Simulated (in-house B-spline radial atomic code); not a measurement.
Orbital energies and mean radii along the 12-electron series, configuration [Ne] 3s2. The effective charge is n√(-2ε), a non-relativistic measure. Computed with a B-spline radial code for spherical atoms: non-relativistic Hartree-Fock, average of the configuration, point nuclei.

This level leaves out relativity, spin-orbit splitting included, which matters for heavy ions.

```tsv
ion	Z	energy of 2s (Eh)	mean radius of 2s (bohr)	energy of 3s (Eh)	mean radius of 3s (bohr)	energy of 2p (Eh)	mean radius of 2p (bohr)	energy of 1s (Eh)	mean radius of 1s (bohr)	effective charge of 2s
In37+	49	-226.54	0.13138	-90.887	0.31585	-217.17	0.11229	-1079.94	0.031023	42.571
Sn38+	50	-237.32	0.12856	-95.454	0.30861	-227.74	0.10982	-1126.82	0.030395	43.572
Sb39+	51	-248.35	0.12587	-100.13	0.30168	-238.56	0.10746	-1174.69	0.029792	44.573
Te40+	52	-259.63	0.12328	-104.92	0.29507	-249.62	0.10519	-1223.57	0.029213	45.574
I41+	53	-271.16	0.1208	-109.82	0.28873	-260.94	0.10302	-1273.44	0.028655	46.575
Xe42+	54	-282.94	0.11841	-114.84	0.28267	-272.51	0.10094	-1324.32	0.028118	47.576
Cs43+	55	-294.97	0.11612	-119.96	0.27685	-284.32	0.098942	-1376.2	0.027601	48.577
Ba44+	56	-307.25	0.11392	-125.19	0.27127	-296.39	0.09702	-1429.07	0.027103	49.578
La45+	57	-319.78	0.1118	-130.54	0.26591	-308.71	0.095172	-1482.95	0.026622	50.579
Ce46+	58	-332.56	0.10975	-136	0.26076	-321.27	0.093393	-1537.83	0.026158	51.58
```

(1) How does the screening of 2s change?

Answers

(1) Z less the effective charge goes from 6.43 at Z = 49 to 6.42 at Z = 58.
